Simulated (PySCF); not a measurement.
Question: Write Cartesian coordinates for InChI=1S/C3H11BN2/c4-6-3-1-2(3)5/h2-3H,1,5-6H2,4H3/t2-,3-/m1/s1 as optimised with PBE0-D3(BJ)/def2-SVP.

Answer: 
```
atom  x, y, z in Å
B1     2.227   -0.301   -0.339
N2     1.037    0.658    0.234
C3    -0.294    0.336   -0.249
C4    -1.521    0.913    0.394
C5    -1.173   -0.560    0.539
N6    -1.867   -1.625   -0.098
H7     3.258    0.145    0.154
H8     2.185   -0.173   -1.558
H9     1.958   -1.433    0.037
H10    1.059    0.614    1.254
H11    1.266    1.624   -0.010
H12   -0.287    0.206   -1.336
H13   -2.349    1.189   -0.265
H14   -1.397    1.560    1.269
H15   -0.778   -0.835    1.526
H16   -2.802   -1.742    0.286
H17   -1.954   -1.481   -1.099
```

Any rigid rotation of these coordinates is as good. Atoms count from 1 in this order. N6 (primary amine nitrogen) is pyramidal (angles 112.2°, 111.5° and 108.0°, sum 331.7°, 0.35 Å off the plane of its three neighbours). The C–N distances run from 1.421 Å (C5–N6, drawn single) to 1.452 Å (N2–C3, drawn single), a spread of 0.031 Å. Of the pairs four or more bonds apart, H10···H15 is among the closest relative to their van der Waals radii: 2.36 Å, 98 % of the sum of Bondi's values. B1 (four-coordinate boron) is distorted tetrahedral (angles from 105.0° to 113.4°).

Bonds between heavy atoms (Å): B1–N2 1.633, N2–C3 1.452, C3–C4 1.501, C4–C5 1.521, C5–N6 1.421, C3–C5 1.483.

The calculation used PBE0-D3(BJ)/def2-SVP geometry optimisation, gas phase (PySCF 2.14.0).

Point group: C1 (no symmetry element, even within 0.4 Å). Stationary, but not proved a minimum. The numbers are those of one conformer (B1–N2–C3–C4 167°, C4–C5–N6–H -69° and 52°).

On one thread, Arm Neoverse V1 (aarch64), shared host, this took 39 s and 0.64 GiB of memory at its peak. These figures are those of the optimisation.
